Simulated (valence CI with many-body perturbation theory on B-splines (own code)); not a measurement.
# O3+ in brief

Computed by configuration interaction combined with many-body perturbation theory (CI+MBPT): three valence electrons over a frozen Dirac-Fock core [He], radial functions for each j: 9 s, 9 p, 8 d, 6 f, 3 g, 1 h, with the one-electron correlation potential Σ1 (screened to all orders), the two-electron term Σ2, the three-electron term Σ3, Breit, model QED; selected single and double excitations, second order for the rest, scaled by the run's own slope (own B-spline code, finite nucleus).

Against 30 measured levels this calculation errs by 115 cm⁻¹ on average and by 239 at most. These come from a selection out of Moore, Selected Tables of Atomic Spectra, NSRDS-NBS 3, section 10. Levels without a partner in it may be off by more.

Rates and lifetimes use the calculated energies. Strong lines usually hold to 10 to 20 %, long lifetimes can be off by a factor of two.

What is the ground level?

2s2 2p 2P°_1/2, composition 95 % 2s2 2p 2P° + 4 % 2p3 2P°, g = 0.666.

What is the ionisation energy?

77.399 eV; NIST lists 77.4135 eV (measured).

Among levels below 487431 cm⁻¹, which E1 lines absorb most strongly from the ground level?

to 2s2 3d 2D_3/2 at 23.84 nm, f = 0.501; to 2s 2p2 2P_1/2 at 55.34 nm, f = 0.220; to 2s 2p 3p 2D_3/2 at 20.72 nm, f = 0.124.

How is the term 2P° of the ground level split?

J = 1/2 at 0, J = 3/2 at 386 cm⁻¹.

Name the longest-lived excited levels whose lifetime is computed, and their main decay.

2s2 2p 2P°_3/2 at 386 cm⁻¹ lives 1930 s, mostly by M1 to 2s2 2p 2P°_1/2; 2s 2p2 4P_3/2 at 71460 cm⁻¹ lives 3.15 ms, mostly by E1 to 2s2 2p 2P°_3/2; 2s 2p2 4P_5/2 at 71644 cm⁻¹ lives 855 μs, mostly by E1 to 2s2 2p 2P°_3/2.

Where does the other parity begin?

At 2s 2p2 4P_1/2, 71329 cm⁻¹.

What are the static dipole polarisabilities of the lowest levels?

2s2 2p 2P°_1/2 1.26; 2s2 2p 2P°_3/2 1.26 (tensor 0.063) bohr³, of which the core gives 0.00264.
